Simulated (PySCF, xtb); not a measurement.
C2H6BFO2, SMILES COB(CF)O.

GFN2-xTB run with xtb 6.7.1 at its own geometry gives an orbital gap of 7.01 eV and a dipole moment of 1.64 D.

Geometry: PBE-D3(BJ)/def2-SVP. The structure was generated by enumeration, and PubChem lists no compound with its InChIKey, so it may never have been made. The values are those of a single conformer.

What does PBE/def2-TZVP (PySCF) give? (Estimate from the structure and the level; the computed values follow.)

gap 7.07 eV (levels -7.08 and -0.01 eV), dipole 0.91 D.
